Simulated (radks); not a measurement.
Species: K. Configuration: [Ar] 3d0.5 4s0.5 (fractional occupations, a model configuration).

Method: scalar-relativistic Kohn-Sham, SCAN, spin-polarised, spherical densities, finite nucleus; open shells are filled with parallel spins first; meta-GGA in the generalised Kohn-Sham scheme; Fermi nuclear charge, rms radius 3.4349 fm; computed with a radial shooting solver on a logarithmic mesh with Libxc functionals.

Energy parts (Ry):
total: -1204.63071
kinetic: 1211.91928
electron-nucleus: -2864.68685
Hartree: 515.36941
exchange-correlation: -67.23255

Orbitals (lengths in bohr, moments of r in powers of bohr; r(max) is where P^2 peaks; r(90%) holds 90 % of the orbital's charge):
| orbital | occ. | eigenvalue (Ry) | <r^2> | r(max) | <r> | r(90%) |
|---|---|---|---|---|---|---|
| 1s up | 1 | -260.2125 | 0.008845 | 0.05303 | 0.08107 | 0.145 |
| 1s down | 1 | -260.2120 | 0.008845 | 0.05303 | 0.08107 | 0.145 |
| 2s up | 1 | -26.52575 | 0.1768 | 0.3175 | 0.3862 | 0.602 |
| 2s down | 1 | -26.52508 | 0.1768 | 0.3175 | 0.3862 | 0.602 |
| 2p up | 3 | -20.97244 | 0.1518 | 0.2628 | 0.3499 | 0.578 |
| 2p down | 3 | -20.97185 | 0.1518 | 0.2628 | 0.3499 | 0.578 |
| 3s up | 1 | -2.79633 | 1.868 | 1.078 | 1.271 | 1.92 |
| 3s down | 1 | -2.79320 | 1.872 | 1.078 | 1.272 | 1.92 |
| 3p up | 3 | -1.52101 | 2.434 | 1.157 | 1.432 | 2.23 |
| 3p down | 3 | -1.51682 | 2.415 | 1.157 | 1.428 | 2.22 |
| 4s up | 0.5 | -0.22893 | 27.84 | 4.133 | 4.925 | 7.39 |
| 3d up | 0.5 | -0.03120 | 139.1 | 9.248 | 10.56 | 17.5 |

The highest occupied level is 3d up at -0.424 eV. Summed over all electrons, <r^2> = 103.0 bohr^2, which gives a Langevin (diamagnetic) susceptibility term of -81.6 x 10^-6 cm^3/mol. The density falls to 0.001 e/bohr^3 at r = 3.81 bohr.
